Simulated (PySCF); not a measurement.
# Computed properties of bromo-dichloro-fluoromethane (CBrCl2F), SMILES FC(Cl)(Cl)Br

bromo-dichloro-fluoromethane (CBrCl2F), SMILES FC(Cl)(Cl)Br. Coordinates come from a PBE0-D3(BJ)/def2-SVP optimisation. Other conformers were not sampled. All values are computed for the isolated molecule unless a solvent is named; none is compared with measurement here.

**Structure.** The optimised structure has Cs symmetry. All 9 harmonic modes at PBE0-D3(BJ)/def2-SVP (PySCF) are real, so it is a minimum. With heavy atoms numbered as in [F:1][C:2]([Cl:3])([Cl:4])[Br:5], the shortest bond between them is F1–C2 at 1.326 Å and the longest C2–Br5 at 1.943 Å.

**Vibrations.** The strongest infrared lines (harmonic, unscaled, degenerate partners summed) lie at 803 cm⁻¹ (280 km/mol, C 90 %), 852 cm⁻¹ (245 km/mol, C 88 %, Cl 9 %), 1174 cm⁻¹ (209 km/mol, C 65 %, F 35 %). The softest mode is at 205 cm⁻¹ and the zero-point energy is 6.9 kcal/mol.

**Electronic structure.** ωB97X/def2-TZVP (PySCF) places the frontier levels at -11.08 and 0.56 eV, a gap of 11.64 eV, and gives a dipole moment of 0.35 D and a mean polarisability of 55.3 bohr³. PBE/def2-TZVP (PySCF) at the same geometry gives -7.30 and -2.69 eV, so its gap is 7.03 eV narrower. An orbital gap is neither the optical nor the fundamental gap.

**Excitations.** TDA-M06-2X/def2-SVPD (PySCF) has S1 at 5.46 eV (227 nm, f = 0.001, dark); the most intense of the 10 singlets computed lies at 7.07 eV (f = 0.07). T1 (TDA) is at 4.83 eV, 0.63 eV under S1. TDA-PBE/def2-SVPD (PySCF) puts S1 at 4.84 eV. No vertical singlet excitation falls in the visible range (under 3.1 eV).

**NMR.** GIAO shifts at KT2/pcSseg-1 (PySCF) (non-relativistic, atoms alike by connectivity averaged): ¹³C at 147.9 ppm against TMS; ¹⁹F at -2.6 ppm against CFCl3. Without spin–orbit terms, shifts of atoms bonded to Cl or Br come out too high.
